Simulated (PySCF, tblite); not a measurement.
Isomers of C6H7FN2S, one GFN2-xTB conformer each. Single-point energies are computed at PBE0/pcSseg-1 (PySCF, gas phase, no added dispersion term), electronic only.

```json
{"SMILES": "CSc1cc(F)nnc1C", "GFN2-xTB relative energy (kcal/mol)": "0.0"}
{"SMILES": "CSc1nnc(C)cc1F", "GFN2-xTB relative energy (kcal/mol)": "0.8"}
```

Conformers: `[CH3:1][S:2][c:3]1[cH:4][c:5]([F:6])[n:7][n:8][c:9]1[CH3:10]` with C1–S2–C3–C4 0°; `[CH3:1][S:2][c:3]1[n:4][n:5][c:6]([CH3:7])[cH:8][c:9]1[F:10]` with C1–S2–C3–N4 0°.

What does PBE0/pcSseg-1 give for the same structures?

| SMILES | PBE0/pcSseg-1 E (Eh) | PBE0/pcSseg-1 (kcal/mol) | GFN2-xTB (kcal/mol) | point group |
| --- | --- | --- | --- | --- |
| CSc1cc(F)nnc1C | -839.65555 | 0.0 | 0.0 | Cs |
| CSc1nnc(C)cc1F | -839.65132 | 2.7 | 0.8 | Cs |

Both levels put the same isomer lowest. 

Which frontier levels, dipoles and rotational constants go with these structures?

| SMILES | HOMO (eV, PBE0/pcSseg-1) | LUMO (eV) | dipole (D) | A, B, C (MHz) |
| --- | --- | --- | --- | --- |
| CSc1cc(F)nnc1C | -6.95 | -1.53 | 5.74 | 1687, 934.2, 605.8 |
| CSc1nnc(C)cc1F | -6.68 | -1.43 | 1.56 | 2104, 836.6, 603.1 |

What happens when harmonic zero-point energies from GFN2-xTB frequencies are added?

| SMILES | ZPE (kcal/mol) | electronic (kcal/mol) | with ZPE (kcal/mol) |
| --- | --- | --- | --- |
| CSc1cc(F)nnc1C | 75.9 | 0.0 | 0.0 |
| CSc1nnc(C)cc1F | 75.6 | 2.7 | 2.4 |

The zero-point energies span 0.3 kcal/mol. The order is unchanged.

As an exercise, what shares would exp(−E/RT) give at 1000 K from these electronic energies alone (no entropy, no degeneracies)?

RT = 1.987 kcal/mol: CSc1cc(F)nnc1C 79.2 %, CSc1nnc(C)cc1F 20.8 %.
